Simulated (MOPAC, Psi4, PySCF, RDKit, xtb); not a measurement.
Relaxed torsion scan: SMILES C=Cc1cccc[c]1[GeH3], singlet. Scanned: dihedral C1–C2–C3–C4; all other coordinates were relaxed at GFN2-xTB. Points at φ and −φ are mirror images.

Atom numbering (GFN2-xTB optimised geometry, Å):
```
19

C     -2.9227    -0.0055     0.1745
C     -1.7374     0.3149    -0.3273
C     -0.4543    -0.2691     0.0451
C     -0.3708    -1.5103     0.6753
C      0.8508    -2.0494     1.0279
C      2.0175    -1.3543     0.7566
C      1.9458    -0.1258     0.1260
C      0.7271     0.4281    -0.2423
Ge     0.7388     2.1763    -1.1200
H     -3.0454    -0.7557     0.9378
H     -3.8234     0.4837    -0.1546
H     -1.6768     1.0996    -1.0765
H     -1.2745    -2.0659     0.8765
H      0.8948    -3.0141     1.5124
H      2.9763    -1.7701     1.0303
H      2.8563     0.4187    -0.0911
H     -0.0725     3.2025    -0.3923
H      2.1504     2.6672    -1.1832
H      0.2200     2.1291    -2.5252
```

RHF/3-21G = restricted Hartree-Fock/3-21G, density fitting // GFN2-xTB in PySCF; UFF // GFN2-xTB (RDKit); PM7, restricted, heats of formation // GFN2-xTB (MOPAC); PBE0-D3(BJ)/def2-SVP // GFN2-xTB (Psi4); GFN1-xTB // GFN2-xTB (xtb); PBE-D3(BJ)/def2-SVP // GFN2-xTB (Psi4).

Energies in kcal/mol, each method relative to its own lowest point.

```tsv
φ / °	RHF/3-21G	UFF	PM7	PBE0-D3(BJ)/def2-SVP	GFN1-xTB	PBE-D3(BJ)/def2-SVP
-150	2.2	4.5	2.4	1.3	0.8	1.5
-120	0.7	1.6	0.5	2.1	1.2	2.8
-90	0.3	3.2	0.0	3.0	2.5	3.9
-60	0.0	1.0	0.3	1.7	1.4	2.3
-30	0.0	0.0	1.2	0.1	0.1	0.3
0	0.9	2.0	2.3	0.0	0.0	0.0
30	0.0	0.0	1.2	0.1	0.1	0.3
60	0.0	1.0	0.3	1.7	1.4	2.3
90	0.3	3.2	0.0	3.0	2.5	3.9
120	0.7	1.6	0.5	2.1	1.2	2.8
150	2.2	4.5	2.4	1.3	0.8	1.5
180	4.1	11.6	5.5	1.8	1.9	1.5
```

Root-mean-square difference from the PBE-D3(BJ)/def2-SVP profile, itself a level with limits, after the best constant shift (kcal/mol): RHF/3-21G 1.9, UFF 3.2, PM7 2.4, PBE0-D3(BJ)/def2-SVP 0.3, GFN1-xTB 0.6.
